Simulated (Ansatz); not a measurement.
Relaxation of BrF3H2Zr (7 atoms, charge 0, multiplicity 1), to a largest force component of 0.03 eV/Å in at most 50 steps.

All numbers below come from RKS PBE-D4/def2-SVP in Ansatz.

```xyz
7
Properties=species:S:1:pos:R:3
Zr -0.574 0.131 -0.914
Br 1.863 -1.008 2.378
F 0.219 -1.595 -0.993
F -2.460 0.004 -1.102
F 0.156 1.267 -2.245
H 1.023 0.163 2.016
H -0.227 1.037 0.860
```

Task: Where does it end, and by what steps?

Result: It converged. The force dipped under the threshold on the way, but the program's further checks kept it going. After 26 steps the energy has fallen by 1.973 eV; H6 moved furthest, 1.64 Å. Parted: Zr1–H7, Br2–H6. Joined: Zr1–Br2, H6–H7.

| step | energy less start (eV) | largest force component (eV/Å) | accepted |
| --- | --- | --- | --- |
| 0 | 0.0000 | 0.969 | yes |
| 1 | 0.0261 | 1.880 | no |
| 2 | -0.0973 | 0.190 | yes |
| 3 | -0.1117 | 0.112 | yes |
| 4 | -0.1301 | 0.057 | yes |
| 5 | -0.1361 | 0.108 | yes |
| 6 | -0.1406 | 0.055 | yes |
| 7 | -0.1417 | 0.018 | yes |
| 8 | -0.1434 | 0.056 | yes |
| 9 | -0.1574 | 0.192 | yes |
| 10 | -0.1887 | 0.268 | yes |
| 11 | -0.2592 | 0.280 | yes |
| 12 | -0.3770 | 0.356 | yes |
| 13 | -0.5553 | 1.133 | yes |
| 14 | -0.9067 | 1.242 | yes |
| 15 | -1.0381 | 3.432 | yes |
| 16 | -1.4536 | 0.376 | yes |
| 17 | -1.5500 | 1.370 | yes |
| 18 | -1.7059 | 1.202 | yes |
| 19 | -1.8224 | 0.767 | yes |
| 20 | -1.8849 | 0.690 | yes |
| 21 | -1.9276 | 0.511 | yes |
| 22 | -1.9568 | 0.467 | yes |
| 23 | -1.9662 | 0.304 | yes |
| 24 | -1.9726 | 0.074 | yes |
| 25 | -1.9729 | 0.076 | yes |
| 26 | -1.9731 | 0.022 | yes |

```xyz
7
Properties=species:S:1:pos:R:3
Zr 0.061 -0.490 -0.571
Br 1.664 -1.186 1.243
F 0.217 -1.792 -1.945
F -1.769 -0.535 -0.037
F 0.539 1.165 -1.384
H -0.009 1.329 1.491
H -0.702 1.509 1.204
```

Whether the end is a true minimum wasn't checked by a vibrational analysis.

Time of the run: 60 s on 2 threads of Arm Neoverse V2 (shared host), peak memory 0.17 GiB.
